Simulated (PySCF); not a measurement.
# Radial density of Sm⁺ (samarium, charge +1)

UHF, [Xe] 4f5 5d1 6s1, one real determinant (an excited configuration). Calculation: PySCF 2.14, in x2c-TZVPPall; the spin-free X2C one-electron Hamiltonian (Gaussian nucleus).

| r (bohr) | 4πr²ρ (e/bohr) | 4πr²(ρα − ρβ) |
| --- | --- | --- |
| 0.0264 | 73.02 | 0.0018 |
| 0.0445 | 85.85 | 0.0066 |
| 0.0748 | 108.3 | 0.0107 |
| 0.126 | 80.76 | 0.0741 |
| 0.212 | 94.21 | 0.7148 |
| 0.356 | 39.56 | 3.3214 |
| 0.599 | 43.68 | 5.8758 |
| 1.01 | 14.68 | 3.6978 |
| 1.69 | 6.723 | 1.1157 |
| 2.85 | 1.161 | 0.5960 |
| 4.79 | 0.2641 | 0.2617 |
| 8.06 | 0.006774 | 0.0068 |

Densities and radii are taken from the X2C orbitals without a picture-change correction, which distorts them close to the nucleus.

⟨L²⟩ = 30.09 against 56 for a pure K term, so this real determinant mixes terms. Spin-orbit coupling, absent here, splits the open shell strongly.
